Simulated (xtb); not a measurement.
C₂H₄NO, charge -1, singlet, geometry from GFN2-xTB; xtb with GFN1-xTB.

Here is a job for xtb.
```
$ xtb mol.xyz --gfn 1 --chrg -1 --etemp 1000 --json

# file mol.xyz
8

O      0.32110613     1.27946334     0.38290945
C     -0.07152129     0.13590853     0.02919906
N      0.98097901    -0.77888988    -0.45034161
C     -1.32792987    -0.37556948     0.02513769
H      0.80110933    -1.73036322    -0.14616487
H     -1.53323136    -1.38272268    -0.31366156
H     -2.17708968     0.23305976     0.29417115
H      1.87021653    -0.46548576    -0.07124953
```

The log (banner, timings and long lists left out):

```
   ID    Z sym.   atoms
    1    8 O      1
    2    6 C      2, 4
    3    7 N      3
    4    1 H      5-8

           -------------------------------------------------
          |                Calculation Setup                |
           -------------------------------------------------

           -------------------------------------------------
          |                 G F N 1 - x T B                 |
           -------------------------------------------------

          ...................................................
          :                      SETUP                      :
          :.................................................:
          :  # basis functions                  24          :
          :  # atomic orbitals                  24          :
          :  # shells                           16          :
          :  # electrons                        24          :
          :  # halogen bonds                     0          :
          :  max. iterations                   250          :
          :  Hamiltonian                  GFN1-xTB          :
          :  restarted?                      false          :
          :  GBSA solvation                  false          :
          :  PC potential                    false          :
          :  electronic temp.         1000.0000000     K    :
          :  accuracy                    1.0000000          :
          :  -> integral cutoff          0.2500000E+02      :
          :  -> integral neglect         0.1000000E-07      :
          :  -> SCF convergence          0.1000000E-05 Eh   :
          :  -> wf. convergence          0.2000000E-04 e    :
          :  Broyden damping             0.4000000          :
          :  net charge                         -1          :
          :  unpaired electrons                  0          :
          ...................................................

 iter      E             dE          RMSdq      gap      omega  full diag
   1    -14.5604155 -0.145604E+02  0.893E+00    6.18       0.0  T
   2    -14.6317599 -0.713444E-01  0.513E+00    5.22       1.0  T
   3    -14.6316928  0.671089E-04  0.167E+00    5.47       1.0  T
   4    -14.6336916 -0.199881E-02  0.946E-02    5.31       1.0  T
   5    -14.6337513 -0.596752E-04  0.336E-02    5.33       1.1  T
   6    -14.6337532 -0.189400E-05  0.124E-02    5.33       2.9  T
   7    -14.6337532 -0.351843E-07  0.167E-03    5.33      21.2  T
   8    -14.6337532 -0.200930E-07  0.235E-04    5.33     150.3  T
   9    -14.6337532 -0.342162E-09  0.937E-05    5.33     377.4  T
  10    -14.6337532 -0.463860E-10  0.240E-05    5.33    1471.4  T

   *** convergence criteria satisfied after 10 iterations ***

         :::::::::::::::::::::::::::::::::::::::::::::::::::::
         ::                     SUMMARY                     ::
         :::::::::::::::::::::::::::::::::::::::::::::::::::::
         :: total energy             -14.489524500412 Eh    ::
         :: gradient norm              0.022098079392 Eh/a0 ::
         :: HOMO-LUMO gap              5.330655664778 eV    ::
         ::.................................................::
         :: SCC energy               -14.633753222268 Eh    ::
         :: -> electrostatic           0.220658312109 Eh    ::
         :: repulsion energy           0.146124277307 Eh    ::
         :: dispersion energy         -0.001895555451 Eh    ::
         :: halogen bond corr.         0.000000000000 Eh    ::
         :: add. restraining           0.000000000000 Eh    ::
         :: total charge              -1.000000000000 e     ::
         :::::::::::::::::::::::::::::::::::::::::::::::::::::

           -------------------------------------------------
          |                Property Printout                |
           -------------------------------------------------

    * Orbital Energies and Occupations

         #    Occupation            Energy/Eh            Energy/eV
      -------------------------------------------------------------
         1        2.0000           -0.5425859             -14.7645
         2        2.0000           -0.4849064             -13.1950
         3        2.0000           -0.3953311             -10.7575
         4        2.0000           -0.3529031              -9.6030
         5        2.0000           -0.3399766              -9.2512
         6        2.0000           -0.3150747              -8.5736
         7        2.0000           -0.2879088              -7.8344
         8        2.0000           -0.2713751              -7.3845
         9        2.0000           -0.2581719              -7.0252
        10        2.0000           -0.2090178              -5.6877
        11        2.0000           -0.1743210              -4.7435
        12        2.0000           -0.1335132              -3.6331 (HOMO)
        13                          0.0623847               1.6976 (LUMO)
        14                          0.0859977               2.3401
        15                          0.1202376               3.2718
        16                          0.1444922               3.9318
        17                          0.1753509               4.7715
        18                          0.3075163               8.3679
        19                          0.4624228              12.5832
        20                          0.5143622              13.9965
        21                          0.5831977              15.8696
        22                          0.6925841              18.8462
        23                          0.7446144              20.2620
        24                          0.9075991              24.6970
      -------------------------------------------------------------
                  HL-Gap            0.1958980 Eh            5.3307 eV
             Fermi-level           -0.0355643 Eh           -0.9678 eV

  Mulliken/CM5 charges         n(s)   n(p)   n(d)
     1O    -0.73489 -0.77469   1.751  4.984  0.000
     2C     0.42823  0.49799   0.986  2.586  0.000
     3N    -0.54030 -0.96890   1.467  4.073  0.000
     4C    -0.42364 -0.51542   1.004  3.420  0.000
     5H     0.15050  0.33828   0.850  0.000  0.000
     6H    -0.02898  0.02749   1.029  0.000  0.000
     7H    -0.01201  0.04351   1.012  0.000  0.000
     8H     0.16109  0.35174   0.839  0.000  0.000

Wiberg/Mayer (AO) data.
largest (>0.10) Wiberg bond orders for each atom

 ---------------------------------------------------------------------------
     #   Z sym  total        # sym  WBO       # sym  WBO       # sym  WBO
 ---------------------------------------------------------------------------
     1   8 O    1.717 --     2 C    1.413     4 C    0.187
     2   6 C    3.912 --     4 C    1.559     1 O    1.413     3 N    0.930
     3   7 N    2.980 --     5 H    0.969     8 H    0.963     2 C    0.930
     4   6 C    3.765 --     2 C    1.559     6 H    0.984     7 H    0.982
                             1 O    0.187
     5   1 H    0.998 --     3 N    0.969
     6   1 H    1.006 --     4 C    0.984
     7   1 H    1.011 --     4 C    0.982
     8   1 H    1.004 --     3 N    0.963
 ---------------------------------------------------------------------------

Topologies differ in total number of bonds
Writing topology from bond orders to xtbtopo.mol

 dipole moment from electron density (au)
     X       Y       Z
   0.5563  -1.5771   0.0833  total (Debye):    4.256

           -------------------------------------------------
          | TOTAL ENERGY              -14.489524500412 Eh   |
          | GRADIENT NORM               0.022098079392 Eh/α |
          | HOMO-LUMO GAP               5.330655664778 eV   |
           -------------------------------------------------

normal termination of xtb
```
